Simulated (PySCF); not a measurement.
## Gas-phase thermal properties of SnHCl

Energies from PySCF (xtb for GFN2), thermal terms from the rigid-rotor harmonic-oscillator model, ideal gas at 1 bar. All species are closed-shell singlets. Sn: scalar-relativistic def2 core potential, no spin-orbit coupling. SnHCl: computed as isolated molecules; such fragments, hydroxides, amides, oligomers or adducts are transient or little studied in the gas. The harmonic model lacks anharmonicity and excited electronic states, which grow with temperature; levels with a mode under 35 cm⁻¹ are left out.

```
level           point group  σ  ZPE (kJ/mol)  S°298 (J/mol/K)  Cp298 (J/mol/K)  S°1000 (J/mol/K)  H1000 − H298 (kJ/mol)
--------------  -----------  -  ------------  ---------------  ---------------  ----------------  ---------------------
GFN2-xTB                 Cs  1          11.8            276.2             46.6             339.1                   37.1
PBE/def2-SVP             Cs  1          15.1            274.7             44.8             335.2                   35.8
PBE0/def2-TZVP           Cs  1          15.9            273.9             44.4             333.9                   35.5
```
σ: rotational symmetry number. Electronic degeneracy used: 1. Frequencies are unscaled.
